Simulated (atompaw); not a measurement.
# Pseudopotential generation for praseodymium: PAW (atompaw), PBE, scalar-relativistic.

```json
{"Element": "Pr", "Generator": "atompaw 4.2.0.5", "Type": "PAW", "Functional": "PBE", "Relativity": "scalar-relativistic", "Frozen core": "[Xe] 4f2", "Valence charge": "3", "Reference configuration": "5d1 6s2 6p0", "Partial waves": "6s (bound): rc 3.00 bohr; 6s channel at 1.05 Ry: rc 3.00 bohr; 6p (bound, empty): rc 3.00 bohr; 6p channel at 2.7 Ry: rc 3.00 bohr; 5d (bound): rc 3.00 bohr; 5d channel at 0.35 Ry: rc 3.00 bohr", "Local potential": "bessel scheme, radius 2.05 bohr", "Core correction": "smooth core density matched at 2.45 bohr", "Augmentation charge": "gaussian compensation charge, radius 2.75 bohr; PAW radius 3.00 bohr; waves and projectors: custom polynom vanderbiltortho"}
```

All-electron outer shells of the reference configuration (PBE, scalar-relativistic, ld1.x):

| shell | level (eV) | outermost node (bohr) | outermost maximum (bohr) |
| --- | --- | --- | --- |
| 5p | -23.97 | 0.79 | 1.51 |
| 4f | -6.22 | – | 0.68 |
| 6s | -3.81 | 1.78 | 3.66 |
| 5d | -3.00 | 0.90 | 2.11 |
| 6p | -1.34 | 2.11 | 4.82 |

Question: Does the generator finish with these settings?

Answer: Yes, a potential is produced.

Question: Estimate the cutoffs (Ry, on a coarse ladder) from which the occupation-weighted sum of valence levels, in a spherical-Bessel basis at the reference potential, stays within 10 and 1 mRy of its value at 400 Ry.

Answer: 8 Ry and 10 Ry.

Question: What does a ghost test show?

Answer: Ghost states, extra bound levels that the all-electron valence spectrum of the same l lacks: s at -48.1 eV, p at -24.1 eV. A true bound ghost makes a file unfit for plane-wave use.

Question: Is the overlap operator S = 1 + Σ q|β⟩⟨β| positive definite (Bessel basis up to 400 Ry)?

Answer: Yes: its lowest eigenvalue is 0.39 (s channel).

Question: Which valence shell sets the plane-wave cutoff?

Answer: 5d: its level needs 10 Ry to come within 1 mRy, against 6 Ry for 6s.
